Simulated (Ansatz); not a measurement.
Calculated with Ansatz (gas phase, PBE0-D4/def2-TZVP geometries, no zero-point term in ΔE). CCSD(T)/CBS adds triple-zeta CCSD(T) − MP2 to the extrapolated MP2 energy (def2 sets, frozen cores). DFT in def2-TZVPP. For Ge outer-core shells are correlated without core-valence functions, which leaves a few kJ/mol of doubt a bond. Scalar relativity is left out up to krypton. One conformer a species, not always the lowest.

Consider the ligand exchange at a B–N bond: `B[NH][GeH]([CH3])[F]` + `B1N[SiH2]1` → `BN1B[SiH2]1` + `[CH3][GeH]([NH2])[F]`.

```csv
level,ΔE (eV)
revPBE-D4,0.54
ωB97X-V,0.52
```

Problem. What does CCSD(T)/CBS give? (Best estimate.)

Solution. Ansatz gave: +0.53 eV. The listed levels differ from it by 0.01, -0.01 eV.

Largest T1 diagnostic among the species: 0.014.

In def2-TZVPP, CCSD(T) changes the Hartree–Fock value by +0.16 eV (the triples alone add +0.02 eV) and MP2 by +0.14 eV. Leaving LDA and LC-ωPBE aside and taking each functional with its dispersion term where it has one, the values, not all of them listed here, spread over 0.08 eV, from BHLYP-D4 to PBE-D4. LDA lies +0.08 eV from PBE without D4.
